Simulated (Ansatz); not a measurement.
`C[O][Sn]([F])([F])[O]C` + `C=Cc1ccccc1` → `C[O][Sn]([F])([F])[c]1ccccc1` + `C=COC`  (formal exchange of groups at the Sn–O bond)

Isolated molecules relaxed with PBE0-D4/def2-TZVP in Ansatz; ΔE leaves out vibrations. CCSD(T)/CBS is the MP2 limit (def2-TZVPP, def2-QZVPP) plus CCSD(T) − MP2 in def2-TZVPP, frozen cores. Functionals use def2-TZVPP. def2 core potentials past Kr. For Sn outer-core shells are correlated without core-valence functions, which leaves a few kJ/mol of doubt a bond. One conformer a species, not always the lowest.

`C[O][Sn]([F])([F])[O]C`:

Z-matrix (Å, degrees):
```
C
O 1 1.419
H 1 1.092 2 106.9
H 1 1.094 2 112.3 3 -118.8
H 1 1.095 2 111.8 3 118.5
Sn 2 1.927 1 121.1 3 172.4
F 6 1.896 2 108.4 1 -38.6
F 6 1.896 2 106.8 1 -155.9
O 6 1.927 2 117.3 1 82.3
C 9 1.419 6 121.1 2 82.3
H 10 1.092 9 106.9 6 172.4
H 10 1.095 9 111.8 6 -69.1
H 10 1.094 9 112.3 6 53.6
```

`C=Cc1ccccc1`:

```xyz
16

C     1.900    2.070    0.530
C     1.685    0.899   -0.065
C     0.442    0.127   -0.079
C    -0.726    0.551    0.560
C    -1.875   -0.216    0.517
C    -1.888   -1.426   -0.166
C    -0.738   -1.860   -0.806
C     0.413   -1.089   -0.761
H     1.132    2.590    1.091
H     2.868    2.551    0.472
H     2.508    0.441   -0.609
H    -0.736    1.491    1.098
H    -2.771    0.130    1.020
H    -2.790   -2.025   -0.198
H    -0.735   -2.802   -1.342
H     1.312   -1.432   -1.263
```

`C[O][Sn]([F])([F])[c]1ccccc1`:

Z-matrix (Å, degrees):
```
C
O 1 1.416
H 1 1.095 2 111.7
H 1 1.093 2 107.4 3 -118.7
H 1 1.095 2 112.1 3 122.3
Sn 2 1.933 1 121.3 3 -67.9
F 6 1.912 2 104.5 1 -45.2
F 6 1.913 2 108.7 1 63.2
C 6 2.093 2 115.8 1 -173.4
C 9 1.392 6 120.9 2 45.6
C 9 1.392 6 118.7 2 -134.2
C 10 1.387 9 119.6 6 -180.0
H 10 1.084 9 120.9 6 -0.2
C 11 1.387 9 119.6 6 -180.0
H 11 1.084 9 120.5 6 0.3
C 12 1.387 10 120.1 9 0.0
H 12 1.084 10 119.7 9 180.0
H 14 1.084 11 119.7 9 -180.0
H 16 1.084 12 119.8 10 -180.0
```

`C=COC`:

Cartesian coordinates in Å:
```
C -1.138 0.717 0.531
C 0.088 1.075 0.161
O 1.068 0.294 -0.325
C 0.767 -1.074 -0.463
H -1.506 -0.298 0.479
H -1.810 1.477 0.904
H 0.427 2.104 0.226
H 1.660 -1.550 -0.864
H 0.515 -1.521 0.505
H -0.071 -1.224 -1.153
```

```tsv
level	ΔE (kJ/mol)
LDA (SPW92)	16.7
BHLYP-D4	32.2
```

(1) What does CCSD(T)/CBS give? (Estimate.)

Largest T1 diagnostic among the species: 0.015.

## Answers

(1) Computed: +37.4 kJ/mol. The listed levels differ from it by -20.7, -5.2 kJ/mol.

Leaving LDA and LC-ωPBE aside and taking each functional with its dispersion term where it has one, the values, not all of them listed here, spread over 14.6 kJ/mol, from ωB97M-V to B97M-V. LDA lies −12.0 kJ/mol from PBE without D4. At CCSD(T), def2-SVP lies −9.4 kJ/mol from the extrapolated value and def2-TZVPP −6.3 kJ/mol.
